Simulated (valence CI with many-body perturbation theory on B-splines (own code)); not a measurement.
Te III: what the settings do

Level of theory: configuration interaction combined with many-body perturbation theory (CI+MBPT): four valence electrons over a frozen Dirac-Fock core [Kr] 4d10, radial functions for each j: 6 s, 6 p, 5 d, 3 f, 1 g, with the one-electron correlation potential Σ1 (screened to all orders), the two-electron term Σ2, the three-electron term Σ3, Breit, model QED; selected single and double excitations, second order for the rest, scaled by the run's own slope (own B-spline code, finite nucleus).

Against 18 measured levels this calculation errs by 186 cm⁻¹ on average and by 523 at most. These come from a selection out of Zhang, Palmeri, Quinet and Biemont, Astron. Astrophys. 551, A136 (2013). Levels without a partner in it may be off by more. 4 measured levels below the end of the list, from 114216 cm⁻¹ on, found no clear computed partner, and computed levels of the same name lie up to 2094 cm⁻¹ from them.

The reference run has the lowest level 5s2.5p2 3P_0 and an ionisation energy of 27.7831 eV. Its largest variational space holds 10000 state functions.

Names give the largest LS component (configuration and term), which can be under half, so a name can repeat, a term be missing and a line seem to break the LS rules; names also repeat where a configuration has a term twice. Letters in brackets count levels of one name in rising energy.

Changed runs:
A. size limit of the variational space 10000 → 6000; cutoff of virtual states (hartree) 5408 → 240
B. logarithmic knot step 0.27 → 0.2
C. correlating orbitals by l 3 3 3 2 1 → 1 1 2 2 0; highest l in the core sums 6 → 5
D. scale of Σ1 1 → 0 (bad on purpose)

Excitation energies of the reference run in cm⁻¹, and shifts in cm⁻¹:

```tsv
Level	Reference	A	B	C	D
5s2.5p2 3P_1	4745	-4.3	+0.3	-30	-438
5s2.5p2 3P_2	8166	-5.5	+0.4	+11	-610
5s2.5p2 1D_2	17386	-10	+0.7	+118	-1075
5s2.5p2 1S_0	30440	-10	+0.8	+346	-1363
5s.5p3 5S°_2	64064	-4.7	+3.8	-274	-3123
5s.5p3 3D°_1	82610	-11	+4.0	+44	-3689
5s.5p3 3D°_2	82922	-11	+4.0	+44	-3720
5s.5p3 3D°_3	84927	-13	+4.1	+32	-3906
5s.5p3 3P°_2 [a]	94879	-20	+4.1	+86	-4446
5s.5p3 3P°_0	95835	-14	+4.2	+215	-4153
5s.5p3 3P°_1	96364	-15	+4.2	+201	-4224
5s.5p3 3P°_2 [b]	100322	-19	+4.3	+103	-4834
Ionisation energy (eV)	27.7831	-0.0054	+0.0005	-0.0253	-0.8771
```
